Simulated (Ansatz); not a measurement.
The cluster CdCl₂⁻ (the lowest doublet isomer of a short search) was relaxed with r2SCAN-D4 (def2-TZVPD) in Ansatz in these states: charge -1 doublet, charge -1 quartet. The geometries follow in no particular order.

In the def2 sets Cd takes a core potential; there is no spin–orbit coupling.

A:

```xyz
3

Cd    0.201    0.746   -0.377
Cl   -0.970   -1.063   -1.637
Cl    0.770    0.317    2.015
```

B:

```xyz
3

Cd   -0.5926   -1.0676    0.0286
Cl    2.0755   -0.4516    0.0653
Cl   -1.4829    1.5191   -0.0939
```

Task: Judge from the bond lengths which geometry belongs to which state (an estimate).

Result: A is the charge -1 doublet (Cd1–Cl3 2.496 Å, Cd1–Cl2 2.497 Å); B is the charge -1 quartet (Cd1–Cl3 2.738 Å, Cd1–Cl2 2.738 Å).

At r2SCAN-D4/def2-TZVPD the highest occupied level of the charge -1 quartet lies above zero (up to 2.15 eV). It is a level of α spin, whose loss leaves a triplet; that state wasn't run at this geometry and level. The electron is either unbound and held by the finite basis, or the level is raised by self-interaction error. At r2SCAN-D4/def2-TZVPD the gap within one spin of the charge -1 quartet nearly closes, so an electron or hole may be smeared out by delocalisation error. At PBE0-D4/def2-TZVPD a doublet lies 5.44 eV below the charge -1 quartet. These are the stationary points nearest to one start from a short search; other shapes may lie lower in each state.
